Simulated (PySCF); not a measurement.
GeS (SMILES [S]=[Ge]), singlet, at a GFN2-xTB geometry, with bond 1-2 at 1.3 times its length; PBE0/6-31G* run with PySCF.

Input for PySCF:
```python
from pyscf import gto, scf, dft

mol = gto.Mole()
mol.atom = '''
    Ge    0.000000    0.000000   -1.288861
    S     0.000000    0.000000    1.356695
'''
mol.basis = '6-31g*'
mol.charge = 0
mol.spin = 0
mol.verbose = 4
mol.build()

mf = dft.RKS(mol)
mf.xc = 'pbe0'
mf.diis = False
mf.max_cycle = 100
mf.kernel()
mf.analyze()
```

Task: Predict the main parts of the log of this PySCF run.

Result: 
```
PySCF version 2.14.0

[INPUT] verbose = 4
[INPUT] num. atoms = 2
[INPUT] num. electrons = 48
[INPUT] charge = 0
[INPUT] spin (= nelec alpha-beta = 2S) = 0
[INPUT] symmetry False subgroup None
[INPUT] Mole.unit = angstrom
[INPUT] Symbol           X                Y                Z      unit          X                Y                Z       unit  Magmom
[...]
nuclear repulsion = 102.412775231762
number of shells = 20
number of NR pGTOs = 146
number of NR cGTOs = 50
basis = 6-31g*
ecp = {}

******** <class 'pyscf.dft.rks.RKS'> ********
method = RKS
initial guess = minao
damping factor = 0
level_shift factor = 0
DIIS disabled
SCF conv_tol = 1e-09
SCF conv_tol_grad = None
SCF max_cycles = 100
direct_scf = True
direct_scf_tol = 1e-13
XC library pyscf.dft.libxc version 7.1.2
    S. Lehtola, C. Steigemann, M. J. T. Oliveira, and M. A. L. Marques,  SoftwareX 7, 1–5 (2018)
XC functionals = pbe0
    C. Adamo and V. Barone,  J. Chem. Phys. 110, 6158 (1999)
    M. Ernzerhof and G. E. Scuseria,  J. Chem. Phys. 110, 5029 (1999)
radial grids:
    Treutler-Ahlrichs [JCP 102, 346 (1995); DOI:10.1063/1.469408] (M4) radial grids

becke partition: Becke, JCP 88, 2547 (1988); DOI:10.1063/1.454033
pruning grids: <function nwchem_prune>
grids dens level: 3
symmetrized grids: False
atomic radii adjust function: <function treutler_atomic_radii_adjust>
small_rho_cutoff = 0
Set gradient conv threshold to 3.16228e-05
Initial guess from minao.
tot grids = 39520
init E= -2473.61667029704
[...]
cycle= 1 E= -2474.12997550269  delta_E= -0.513  |g|= 0.747  |ddm|= 1.41
[...]
cycle= 2 E= -2470.29574392137  delta_E= 3.83  |g|= 2.17  |ddm|= 4.31
[...]
cycle= 3 E= -2359.0530689948  delta_E=  111  |g|= 8.65  |ddm|= 12.6
[...]
cycle= 4 E= -2265.30044962139  delta_E= 93.8  |g|= 9.86  |ddm|= 17.3
[...]
cycle= 5 E= -2173.56162510119  delta_E= 91.7  |g|= 7.24  |ddm|= 45.1
[...]
cycle= 6 E= -2260.7291344894  delta_E= -87.2  |g|= 6.76  |ddm|= 45.2
[...]
cycle= 7 E= -2173.55454327077  delta_E= 87.2  |g|= 7.31  |ddm|= 45.2
[...]
cycle= 8 E= -2260.72884628786  delta_E= -87.2  |g|= 6.76  |ddm|= 45.2
[...]
cycle= 9 E= -2173.55454646774  delta_E= 87.2  |g|= 7.31  |ddm|= 45.2
[...]
cycle= 10 E= -2260.72884603862  delta_E= -87.2  |g|= 6.76  |ddm|= 45.2
[...]
cycle= 11 E= -2173.55454647248  delta_E= 87.2  |g|= 7.31  |ddm|= 45.2
[...]
cycle= 12 E= -2260.7288460383  delta_E= -87.2  |g|= 6.76  |ddm|= 45.2
[...]
cycle= 13 E= -2173.55454647249  delta_E= 87.2  |g|= 7.31  |ddm|= 45.2
[...]
cycle= 14 E= -2260.7288460383  delta_E= -87.2  |g|= 6.76  |ddm|= 45.2
[...]
cycle= 15 E= -2173.55454647249  delta_E= 87.2  |g|= 7.31  |ddm|= 45.2
[...]
cycle= 16 E= -2260.72884603829  delta_E= -87.2  |g|= 6.76  |ddm|= 45.2
[...]
cycle= 17 E= -2173.55454647249  delta_E= 87.2  |g|= 7.31  |ddm|= 45.2
[...]
cycle= 18 E= -2260.72884603829  delta_E= -87.2  |g|= 6.76  |ddm|= 45.2
[...]
cycle= 19 E= -2173.55454647249  delta_E= 87.2  |g|= 7.31  |ddm|= 45.2
[...]
cycle= 20 E= -2260.72884603829  delta_E= -87.2  |g|= 6.76  |ddm|= 45.2
[...]
cycle= 21 E= -2173.55454647249  delta_E= 87.2  |g|= 7.31  |ddm|= 45.2
[...]
cycle= 22 E= -2260.72884603829  delta_E= -87.2  |g|= 6.76  |ddm|= 45.2
[...]
cycle= 23 E= -2173.55454647249  delta_E= 87.2  |g|= 7.31  |ddm|= 45.2
[...]
cycle= 24 E= -2260.72884603829  delta_E= -87.2  |g|= 6.76  |ddm|= 45.2
[...]
cycle= 25 E= -2173.55454647249  delta_E= 87.2  |g|= 7.31  |ddm|= 45.2
[...]
cycle= 26 E= -2260.7288460383  delta_E= -87.2  |g|= 6.76  |ddm|= 45.2
[...]
cycle= 27 E= -2173.55454647249  delta_E= 87.2  |g|= 7.31  |ddm|= 45.2
[...]
cycle= 28 E= -2260.72884603829  delta_E= -87.2  |g|= 6.76  |ddm|= 45.2
[...]
cycle= 29 E= -2173.55454647249  delta_E= 87.2  |g|= 7.31  |ddm|= 45.2
[...]
cycle= 30 E= -2260.72884603829  delta_E= -87.2  |g|= 6.76  |ddm|= 45.2
[...]
cycle= 31 E= -2173.55454647249  delta_E= 87.2  |g|= 7.31  |ddm|= 45.2
[...]
cycle= 32 E= -2260.72884603829  delta_E= -87.2  |g|= 6.76  |ddm|= 45.2
[...]
cycle= 33 E= -2173.55454647249  delta_E= 87.2  |g|= 7.31  |ddm|= 45.2
[...]
cycle= 34 E= -2260.72884603829  delta_E= -87.2  |g|= 6.76  |ddm|= 45.2
[...]
cycle= 35 E= -2173.55454647249  delta_E= 87.2  |g|= 7.31  |ddm|= 45.2
[...]
cycle= 36 E= -2260.72884603829  delta_E= -87.2  |g|= 6.76  |ddm|= 45.2
[...]
cycle= 37 E= -2173.55454647249  delta_E= 87.2  |g|= 7.31  |ddm|= 45.2
[...]
cycle= 38 E= -2260.72884603829  delta_E= -87.2  |g|= 6.76  |ddm|= 45.2
[...]
cycle= 39 E= -2173.55454647249  delta_E= 87.2  |g|= 7.31  |ddm|= 45.2
[...]
cycle= 40 E= -2260.72884603829  delta_E= -87.2  |g|= 6.76  |ddm|= 45.2
[...]
cycle= 41 E= -2173.55454647249  delta_E= 87.2  |g|= 7.31  |ddm|= 45.2
[...]
cycle= 42 E= -2260.7288460383  delta_E= -87.2  |g|= 6.76  |ddm|= 45.2
[...]
cycle= 43 E= -2173.55454647249  delta_E= 87.2  |g|= 7.31  |ddm|= 45.2
[...]
cycle= 44 E= -2260.72884603829  delta_E= -87.2  |g|= 6.76  |ddm|= 45.2
[...]
cycle= 45 E= -2173.55454647249  delta_E= 87.2  |g|= 7.31  |ddm|= 45.2
[...]
cycle= 46 E= -2260.72884603829  delta_E= -87.2  |g|= 6.76  |ddm|= 45.2
[...]
cycle= 47 E= -2173.55454647249  delta_E= 87.2  |g|= 7.31  |ddm|= 45.2
[...]
cycle= 48 E= -2260.72884603829  delta_E= -87.2  |g|= 6.76  |ddm|= 45.2
[...]
cycle= 49 E= -2173.55454647249  delta_E= 87.2  |g|= 7.31  |ddm|= 45.2
[...]
cycle= 50 E= -2260.72884603829  delta_E= -87.2  |g|= 6.76  |ddm|= 45.2
[...]
cycle= 51 E= -2173.55454647249  delta_E= 87.2  |g|= 7.31  |ddm|= 45.2
[...]
cycle= 52 E= -2260.72884603829  delta_E= -87.2  |g|= 6.76  |ddm|= 45.2
[...]
cycle= 53 E= -2173.55454647249  delta_E= 87.2  |g|= 7.31  |ddm|= 45.2
[...]
cycle= 54 E= -2260.72884603829  delta_E= -87.2  |g|= 6.76  |ddm|= 45.2
[...]
cycle= 55 E= -2173.55454647249  delta_E= 87.2  |g|= 7.31  |ddm|= 45.2
[...]
cycle= 56 E= -2260.7288460383  delta_E= -87.2  |g|= 6.76  |ddm|= 45.2
[...]
cycle= 57 E= -2173.55454647249  delta_E= 87.2  |g|= 7.31  |ddm|= 45.2
[...]
cycle= 58 E= -2260.7288460383  delta_E= -87.2  |g|= 6.76  |ddm|= 45.2
[...]
cycle= 59 E= -2173.55454647249  delta_E= 87.2  |g|= 7.31  |ddm|= 45.2
[...]
cycle= 60 E= -2260.72884603829  delta_E= -87.2  |g|= 6.76  |ddm|= 45.2
[...]
cycle= 61 E= -2173.55454647249  delta_E= 87.2  |g|= 7.31  |ddm|= 45.2
[...]
cycle= 62 E= -2260.72884603829  delta_E= -87.2  |g|= 6.76  |ddm|= 45.2
[...]
cycle= 63 E= -2173.55454647249  delta_E= 87.2  |g|= 7.31  |ddm|= 45.2
[...]
cycle= 64 E= -2260.72884603829  delta_E= -87.2  |g|= 6.76  |ddm|= 45.2
[...]
cycle= 65 E= -2173.55454647249  delta_E= 87.2  |g|= 7.31  |ddm|= 45.2
[...]
cycle= 66 E= -2260.72884603829  delta_E= -87.2  |g|= 6.76  |ddm|= 45.2
[...]
cycle= 67 E= -2173.55454647249  delta_E= 87.2  |g|= 7.31  |ddm|= 45.2
[...]
cycle= 68 E= -2260.72884603829  delta_E= -87.2  |g|= 6.76  |ddm|= 45.2
[...]
cycle= 69 E= -2173.55454647249  delta_E= 87.2  |g|= 7.31  |ddm|= 45.2
[...]
cycle= 70 E= -2260.72884603829  delta_E= -87.2  |g|= 6.76  |ddm|= 45.2
[...]
cycle= 71 E= -2173.55454647249  delta_E= 87.2  |g|= 7.31  |ddm|= 45.2
[...]
cycle= 72 E= -2260.72884603829  delta_E= -87.2  |g|= 6.76  |ddm|= 45.2
[...]
cycle= 73 E= -2173.55454647249  delta_E= 87.2  |g|= 7.31  |ddm|= 45.2
[...]
cycle= 74 E= -2260.72884603829  delta_E= -87.2  |g|= 6.76  |ddm|= 45.2
[...]
cycle= 75 E= -2173.55454647249  delta_E= 87.2  |g|= 7.31  |ddm|= 45.2
[...]
cycle= 76 E= -2260.72884603829  delta_E= -87.2  |g|= 6.76  |ddm|= 45.2
[...]
cycle= 77 E= -2173.55454647249  delta_E= 87.2  |g|= 7.31  |ddm|= 45.2
[...]
cycle= 78 E= -2260.7288460383  delta_E= -87.2  |g|= 6.76  |ddm|= 45.2
[...]
cycle= 79 E= -2173.55454647249  delta_E= 87.2  |g|= 7.31  |ddm|= 45.2
[...]
cycle= 80 E= -2260.72884603829  delta_E= -87.2  |g|= 6.76  |ddm|= 45.2
[...]
cycle= 81 E= -2173.55454647249  delta_E= 87.2  |g|= 7.31  |ddm|= 45.2
[...]
cycle= 82 E= -2260.72884603829  delta_E= -87.2  |g|= 6.76  |ddm|= 45.2
[...]
cycle= 83 E= -2173.55454647249  delta_E= 87.2  |g|= 7.31  |ddm|= 45.2
[...]
cycle= 84 E= -2260.72884603829  delta_E= -87.2  |g|= 6.76  |ddm|= 45.2
[...]
cycle= 85 E= -2173.55454647249  delta_E= 87.2  |g|= 7.31  |ddm|= 45.2
[...]
cycle= 86 E= -2260.72884603829  delta_E= -87.2  |g|= 6.76  |ddm|= 45.2
[...]
cycle= 87 E= -2173.55454647249  delta_E= 87.2  |g|= 7.31  |ddm|= 45.2
[...]
cycle= 88 E= -2260.72884603829  delta_E= -87.2  |g|= 6.76  |ddm|= 45.2
[...]
cycle= 89 E= -2173.55454647249  delta_E= 87.2  |g|= 7.31  |ddm|= 45.2
[...]
cycle= 90 E= -2260.72884603829  delta_E= -87.2  |g|= 6.76  |ddm|= 45.2
[...]
cycle= 91 E= -2173.55454647249  delta_E= 87.2  |g|= 7.31  |ddm|= 45.2
[...]
cycle= 92 E= -2260.72884603829  delta_E= -87.2  |g|= 6.76  |ddm|= 45.2
[...]
cycle= 93 E= -2173.55454647249  delta_E= 87.2  |g|= 7.31  |ddm|= 45.2
[...]
cycle= 94 E= -2260.72884603829  delta_E= -87.2  |g|= 6.76  |ddm|= 45.2
[...]
cycle= 95 E= -2173.55454647249  delta_E= 87.2  |g|= 7.31  |ddm|= 45.2
[...]
cycle= 96 E= -2260.72884603829  delta_E= -87.2  |g|= 6.76  |ddm|= 45.2
[...]
cycle= 97 E= -2173.55454647249  delta_E= 87.2  |g|= 7.31  |ddm|= 45.2
[...]
cycle= 98 E= -2260.72884603829  delta_E= -87.2  |g|= 6.76  |ddm|= 45.2
[...]
cycle= 99 E= -2173.55454647249  delta_E= 87.2  |g|= 7.31  |ddm|= 45.2
[...]
cycle= 100 E= -2260.72884603829  delta_E= -87.2  |g|= 6.76  |ddm|= 45.2
SCF not converged.
SCF energy = -2260.72884603829
**** SCF Summaries ****
Total Energy =                       -2260.728846038294250
Nuclear Repulsion Energy =             102.412775231762254
One-electron Energy =                -3688.315884974515029
Two-electron Energy =                 1325.174263704458554
Two-electron Coulomb Energy =         1430.261722294653282
DFT Exchange-Correlation Energy =     -105.087458590194785
HOMO-LUMO gap [eV] =                    64.413314113676037
**** MO energy ****
[...]
 ** Mulliken pop on meta-lowdin orthogonal AOs  **
 ** Mulliken pop  **
 ** Mulliken atomic charges  **
charge of    0Ge =    -13.91847
charge of    1S =     13.91847
Dipole moment(X, Y, Z, Debye):  0.00000, -0.00000, 184.25032
```

The run did not converge; its last values are not results.
